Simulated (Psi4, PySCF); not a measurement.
Interaction energy of BCl3 ··· H4OSi (SMILES ClB(Cl)Cl and O[SiH3]). Monomers: optimised at B3LYP-D3(BJ) (def2-TZVP), held rigid. Orientation: lowest of the rigid-body minima from ten starts at GFN2-xTB (searched outside a hard wall at short contacts). Only R, the distance of the centres of mass, is varied, so the lowest point isn't the relaxed dimer. The shortest distances reach bonding range, where SAPT0 and rigid monomers are unreliable.

Levels of theory: RHF/STO-3G = restricted Hartree-Fock/STO-3G, no counterpoise correction in PySCF; RKS-B3LYP/6-311+G** = restricted B3LYP/6-311+G**, spherical d, no counterpoise correction (PySCF); RKS-B3LYP/6-31G* = restricted B3LYP/6-31G*, spherical d, no counterpoise correction in PySCF 2.14.0; SAPT0/jun-cc-pVDZ, frozen core (Psi4).

Interaction energies in kcal/mol; the last columns give the difference from SAPT0:

```csv
R / Å,RHF/STO-3G,RKS-B3LYP/6-311+G**,RKS-B3LYP/6-31G*,SAPT0/jun-cc-pVDZ,RHF/STO-3G − SAPT0/jun-cc-pVDZ,RKS-B3LYP/6-311+G** − SAPT0/jun-cc-pVDZ,RKS-B3LYP/6-31G* − SAPT0/jun-cc-pVDZ
2.66,-13.24,23.05,21.00,12.98,-26.22,10.07,8.02
2.90,-14.11,9.66,8.30,3.06,-17.17,6.60,5.24
3.10,-11.76,3.62,2.73,-1.14,-10.62,4.76,3.87
3.28,-9.38,0.61,0.00,-3.03,-6.36,3.64,3.03
3.49,-6.99,-1.11,-1.53,-3.84,-3.15,2.72,2.30
3.65,-5.53,-1.65,-1.99,-3.87,-1.66,2.22,1.88
4.01,-3.30,-1.69,-1.96,-3.16,-0.14,1.47,1.20
4.27,-2.34,-1.37,-1.60,-2.49,0.16,1.12,0.89
4.78,-1.30,-0.80,-0.86,-1.46,0.16,0.66,0.60
5.45,-0.68,-0.41,-0.31,-0.71,0.03,0.30,0.40
6.50,-0.29,-0.20,-0.10,-0.26,-0.03,0.06,0.16
7.77,-0.12,-0.08,-0.04,-0.09,-0.03,0.02,0.06
```

RHF/STO-3G is furthest from SAPT0/jun-cc-pVDZ at 2.66 (-26.22 kcal/mol, below); its mean absolute difference over the points is 5.48 kcal/mol.

RKS-B3LYP/6-311+G** is furthest from SAPT0/jun-cc-pVDZ at 2.66 (10.07 kcal/mol, above); its mean absolute difference over the points is 2.80 kcal/mol.

RKS-B3LYP/6-31G* is furthest from SAPT0/jun-cc-pVDZ at 2.66 (8.02 kcal/mol, above); its mean absolute difference over the points is 2.31 kcal/mol.
